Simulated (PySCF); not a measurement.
C5H5N3 (charge +1 and doublet state).
Geometry (GFN2-xTB, Å), atoms numbered from 1 in this order:
```xyz
13
C5H5N3 angstrom
N      3.6273   -0.5659   -0.1003
C      2.4952   -0.6009    0.0528
C      1.1142   -0.6043    0.3372
C      0.2843    0.3317   -0.1605
C      0.8169    1.4036   -0.9283
N      1.2724    2.2290   -1.5722
C     -1.2233    0.3897   -0.0086
N     -1.8584   -0.7908    0.3771
H      0.7963   -1.4041    0.9939
H     -1.3610    1.1915    0.7544
H     -1.6766    0.7812   -0.9283
H     -2.7645   -1.0273    0.0046
H     -1.5272   -1.3329    1.1603
```

The hyperfine couplings belong to this conformer and change with its torsions.

The species is `C(#N)/C=C(/C[NH2+])C#N` [radical] (charge +1).

Level of theory: PySCF 2.14.0, UKS B3LYP, pcH-1 on C H N, non-relativistic, mean-field spin-orbit, GIAO. Isolated species at its GFN2-xTB geometry (one conformer only). Couplings are sensitive to structure, and on GFN2-xTB geometries they can be far from those on DFT ones, by a factor of two or more for some ions and for spin on atoms past the first row. Stability of the SCF solution: not tested.

Principal values of hyperfine tensors in MHz (contact and dipolar terms together), for some of the nuclei:

```csv
atom,isotope,A1,A2,A3
H10,1H,333.28,335.51,354.89
H12,1H,-75.63,-50.97,-2.44
H13,1H,-69.13,-45.28,2.09
C7,13C,-41.14,-36.90,-20.41
C4,13C,11.66,19.32,46.41
N8,14N,-2.74,-2.61,81.65
H9,1H,-14.00,-10.50,-5.66
C2,13C,-12.59,-12.06,-4.79
```

**Question.** Give the isotropic coupling of each nucleus in MHz and in mT (g = 2.0038), and the anisotropic part.

**Answer.** a_iso is a third of the trace, T = A − a_iso, and a(mT) = a(MHz)/(g × 13.996).

```
atom  a_iso (MHz)  a_iso (mT)      T1      T2     T3
 H10       341.22      12.167   -7.94   -5.72  13.66
 H12       -43.01      -1.534  -32.62   -7.95  40.57
 H13       -37.44      -1.335  -31.69   -7.84  39.53
  C7       -32.82      -1.170   -8.32   -4.09  12.41
  C4        25.80       0.920  -14.13   -6.48  20.62
  N8        25.43       0.907  -28.17  -28.04  56.22
  H9       -10.05      -0.358   -3.95   -0.44   4.39
  C2        -9.82      -0.350   -2.78   -2.24   5.02
```

**Question.** What spin density at the nucleus of H9 lies behind its contact coupling (g_N = 5.58569)?

**Answer.** a_FC = (2μ0/3) gₑ μB g_N μN ρ(0)/(2S·h) = 800.24 MHz × g_N × ρ(0)/(2S), with ρ in bohr⁻³. With a_FC = -10.05 MHz and 2S = 1, ρ(0) = -0.002249 bohr⁻³. In magnitude that is 0.7 % of the 1/π = 0.318 of a free hydrogen atom.

**Question.** H11 (1H, g_N = 5.58569) isn't in the table. Its spin density at the nucleus is 0.009536 bohr⁻³. What is its contact coupling?

**Answer.** By the same relation, a_FC = 42.6 MHz. Its full tensor has the principal values 37.41, 38.98, 51.48 MHz.

**Question.** Which nucleus of the table has the largest anisotropic coupling, and what is its form?

**Answer.** N8: -28.2, -28.0, 56.2 MHz, axial, in the ratio −1:−1:+2, the form that spin in one p orbital centred on that nucleus gives.

**Question.** What first-order splitting does H13 cause when the field lies along A1, A2 or A3 of its tensor (g taken as isotropic, no quadrupole term)?

**Answer.** 2 lines (I = 1/2), spaced by |A_i|/(g × 13.996): 2.46, 1.61, 0.07 mT along the axes of A1, A2 and A3.

On one thread of an Arm Neoverse V1, shared host, this took 65 s of wall time (with the writing of density and orbital grids) and 0.90 GiB of memory at its peak.
